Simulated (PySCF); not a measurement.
C2H2O3Si. Atoms are numbered in the order given.

```xyz
8

O      2.2347     0.0000     0.6539
C      1.1137     0.0000     0.2691
O      0.0000     0.0000     1.1389
C     -1.1137     0.0000     0.2691
O     -2.2347     0.0000     0.6539
Si     0.0000     0.0000    -1.3224
H      0.0000     1.2347    -2.1449
H      0.0000    -1.2347    -2.1449
```

Geometry optimised at B3LYP-D3(BJ)/def2-SVP.

These are TDA-PBE/def2-SVPD (PySCF 2.14.0) values and carry that method's errors.

Vertical excitations.  State labels are in the subgroup C2v.

| state | symmetry | energy (eV) | λ (nm) | f | main pairs |
|---|---|---|---|---|---|
| S1 | A2 | 3.87 | 320 | 0.000 | HOMO→LUMO 99 % |
| S2 | B2 | 4.26 | 291 | 0.001 | HOMO→LUMO+1 90 % |
| S3 | B2 | 4.92 | 252 | 0.014 | HOMO−1→LUMO 89 % |
| S4 | A1 | 5.03 | 246 | 0.059 | HOMO→LUMO+2 95 % |
| S5 | A2 | 5.07 | 245 | 0.000 | HOMO−1→LUMO+1 99 % |
| S6 | B1 | 5.53 | 224 | 0.017 | HOMO−1→LUMO+2 97 % |
| S7 | B1 | 5.90 | 210 | 0.000 | HOMO→LUMO+3 99 % |
| S8 | B1 | 6.59 | 188 | 0.001 | HOMO→LUMO+4 77 %, HOMO−2→LUMO+1 21 % |
| S9 | A1 | 6.64 | 187 | 0.008 | HOMO−2→LUMO 60 %, HOMO−1→LUMO+3 31 % |
| S10 | A2 | 6.68 | 186 | 0.000 | HOMO−2→LUMO+2 100 % |
| T1 | A2 | 3.51 | 353 | 0 | HOMO→LUMO 98 % |
| T2 | B2 | 3.81 | 325 | 0 | HOMO→LUMO+1 91 % |
| T3 | A1 | 4.34 | 286 | 0 | HOMO→LUMO+2 99 % |
| T4 | B2 | 4.36 | 285 | 0 | HOMO−1→LUMO 91 % |
Triplets are in the Tamm–Dancoff approximation.
